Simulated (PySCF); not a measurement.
**Simulated absorption spectrum**

Compound: C₃H₇F₂NSi.
Geometry (GFN2-xTB, Å), atoms numbered from 1 in this order:
```xyz
14
C3H7F2NSi angstrom
C      2.662    0.098   -0.577
N      1.604   -0.550   -0.732
C      0.334    0.104   -0.642
C     -0.425   -0.438    0.570
F      0.191    0.042    1.725
Si    -2.273    0.069    0.623
F     -2.908   -0.531   -0.730
H      2.706    1.178   -0.400
H      3.600   -0.434   -0.620
H      0.419    1.200   -0.556
H     -0.233   -0.151   -1.541
H     -0.286   -1.526    0.606
H     -2.960   -0.572    1.729
H     -2.431    1.511    0.522
```

Method: TDDFT B3LYP/def2-SVPD, vertical, gas phase, core orbitals frozen in the response in PySCF.

Each state is given a Gaussian of 0.3 eV full width at half maximum, with ε(max) = 2.175×10⁸ f / Δν̃ (Δν̃ the width in cm⁻¹). The width is an assumption, not a result. The curve ends short of the highest state used, and states not computed would add to its high-energy end.

```json
{"E (eV)": "4.47", "ε (L mol⁻¹ cm⁻¹)": "0"}
{"E (eV)": "4.56", "ε (L mol⁻¹ cm⁻¹)": "2"}
{"E (eV)": "4.65", "ε (L mol⁻¹ cm⁻¹)": "11"}
{"E (eV)": "4.74", "ε (L mol⁻¹ cm⁻¹)": "40"}
{"E (eV)": "4.83", "ε (L mol⁻¹ cm⁻¹)": "85"}
{"E (eV)": "4.92", "ε (L mol⁻¹ cm⁻¹)": "112"}
{"E (eV)": "5.01", "ε (L mol⁻¹ cm⁻¹)": "90"}
{"E (eV)": "5.10", "ε (L mol⁻¹ cm⁻¹)": "43"}
{"E (eV)": "5.19", "ε (L mol⁻¹ cm⁻¹)": "13"}
{"E (eV)": "5.27", "ε (L mol⁻¹ cm⁻¹)": "3"}
{"E (eV)": "5.36", "ε (L mol⁻¹ cm⁻¹)": "0"}
{"E (eV)": "5.45", "ε (L mol⁻¹ cm⁻¹)": "0"}
{"E (eV)": "5.54", "ε (L mol⁻¹ cm⁻¹)": "0"}
{"E (eV)": "5.63", "ε (L mol⁻¹ cm⁻¹)": "0"}
{"E (eV)": "5.72", "ε (L mol⁻¹ cm⁻¹)": "1"}
{"E (eV)": "5.81", "ε (L mol⁻¹ cm⁻¹)": "6"}
{"E (eV)": "5.90", "ε (L mol⁻¹ cm⁻¹)": "24"}
{"E (eV)": "5.99", "ε (L mol⁻¹ cm⁻¹)": "56"}
{"E (eV)": "6.07", "ε (L mol⁻¹ cm⁻¹)": "79"}
{"E (eV)": "6.16", "ε (L mol⁻¹ cm⁻¹)": "72"}
{"E (eV)": "6.25", "ε (L mol⁻¹ cm⁻¹)": "41"}
{"E (eV)": "6.34", "ε (L mol⁻¹ cm⁻¹)": "22"}
{"E (eV)": "6.43", "ε (L mol⁻¹ cm⁻¹)": "86"}
{"E (eV)": "6.52", "ε (L mol⁻¹ cm⁻¹)": "530"}
{"E (eV)": "6.61", "ε (L mol⁻¹ cm⁻¹)": "2123"}
{"E (eV)": "6.70", "ε (L mol⁻¹ cm⁻¹)": "5544"}
{"E (eV)": "6.79", "ε (L mol⁻¹ cm⁻¹)": "9884"}
{"E (eV)": "6.88", "ε (L mol⁻¹ cm⁻¹)": "12655"}
{"E (eV)": "6.96", "ε (L mol⁻¹ cm⁻¹)": "12261"}
{"E (eV)": "7.05", "ε (L mol⁻¹ cm⁻¹)": "9133"}
```

(1) Locate the maxima and give the states behind the curve.

(2) On this curve, what absorbance would a 10⁻⁴ mol/L sample give at 193 nm over a 1 cm path?

(3) Coming from long wavelengths, where does ε first pass 100 L mol⁻¹ cm⁻¹?

## Answers

(1) 252 nm (4.92 eV), ε about 110, made up of S1 (100%); 203 nm (6.10 eV), ε about 81, made up of S2 (100%); 179 nm (6.91 eV), ε about 13000, made up of S3 (31%), S4 (53%) and S5 (15%) (ε in L mol⁻¹ cm⁻¹; maxima over ε = 5, shares over 10%). The states used: S1 4.92 eV (f 0.0013); S2 6.10 eV (f 0.0009); S3 6.80 eV (f 0.063); S4 6.93 eV (f 0.078); S5 7.03 eV (f 0.035); S6 7.26 eV (f 0.024); S7 7.53 eV (f 0.0064); S8 7.65 eV (f 0.140).

(2) 193 nm is 6.424 eV, where ε is about 76 L mol⁻¹ cm⁻¹, so A = ε c l ≈ 0.0076 (Beer–Lambert, with the gas-phase spectrum and the assumed width).

(3) At about 255 nm (4.86 eV), 0.06 eV below S1.

One conformer stands for the species.
